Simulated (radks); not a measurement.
Neutral lutetium inside a hard spherical wall (all orbitals vanish at R), configuration held at [Xe] 4f14 5d1 6s2 and not refilled when levels cross. All-electron calculation, scalar-relativistic Kohn-Sham, r2SCAN, spin-polarised, spherical densities, finite nucleus; open shells are filled with parallel spins first (spin-orbit coupling, left out, can overturn this in heavy ions); meta-GGA in the generalised Kohn-Sham scheme; Fermi nuclear charge, rms radius 5.37 fm. Program: a radial shooting solver on a logarithmic mesh with Libxc functionals. Eigenvalues in eV for spin up, with the zero of energy where the potential of the charges vanishes at infinity; a dash marks a level that is unbound or too diffuse for the functional's potential to be trusted. A positive occupied level is held by the wall or, in an anion where self-interaction has pushed it up, behind a barrier. The pressure on the wall is -dE/dV.

| R (bohr) | E (hartree) | kinetic (hartree) | e(5p) | e(4f) | e(6s) | e(5d) | e(6p, empty) | e(7s, empty) | pressure (GPa) |
|---|---|---|---|---|---|---|---|---|---|
| free | -14562.9975 | 15909.141 | -32.940 | -9.749 | -4.965 | -1.911 | -1.373 | - | 0 |
| 20 | -14562.9975 | 15909.141 | -32.940 | -9.748 | -4.965 | -1.911 | -1.373 | 0.168 | < 0.0001 |
| 15 | -14562.9974 | 15909.141 | -32.938 | -9.746 | -4.963 | -1.909 | -1.366 | 0.513 | 0.000112 |
| 12 | -14562.9972 | 15909.143 | -32.914 | -9.721 | -4.948 | -1.888 | -1.319 | 1.232 | 0.00323 |
| 8 | -14562.9859 | 15909.225 | -32.354 | -9.151 | -4.542 | -1.401 | -0.486 | 5.793 | 0.420 |
| 7 | -14562.9657 | 15909.340 | -31.752 | -8.533 | -4.028 | -0.859 | 0.439 | 9.389 | 1.52 |
| 5 | -14562.7506 | 15910.242 | -28.720 | -5.331 | -0.157 | 2.250 | 6.764 | 29.016 | 24.5 |
| 4 | -14562.2454 | 15912.100 | -25.223 | -1.375 | 7.213 | 6.680 | 17.752 | 57.960 | 131 |
| 3 | -14560.1101 | 15920.027 | -16.354 | 9.076 | 32.895 | 19.370 | 51.790 | 136.36 | 1160 |
